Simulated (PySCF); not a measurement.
BFH2O2, SMILES OB(F)O. Geometry optimised at PBE0-D3(BJ)/def2-SVP. The values are those of a single conformer.

Method: PBE0-D3(BJ)/def2-SVP in PySCF 2.14.0.

Harmonic wavenumbers (cm⁻¹): 443, 454, 459, 526, 691, 895, 1003, 1010, 1448, 1557, 3938, 3940. Rotational constants (GHz): 10.35, 9.881, 5.054; symmetry number 2.

**Question.** Work out the zero-point energy and the ideal-gas rigid-rotor harmonic-oscillator thermochemistry at 298.15 K and 1 atm.

**Answer.** ZPE = ½ Σ hcν = ½ × 16362 cm⁻¹ = 97.87 kJ/mol. H − E(el) = 111.05 kJ/mol. Entropy in J/(mol K): translation 160.58, rotation 94.43, vibration 15.20, total 270.21. G − E(el) = 30.49 kJ/mol. Cp = 64.67 J/(mol K).
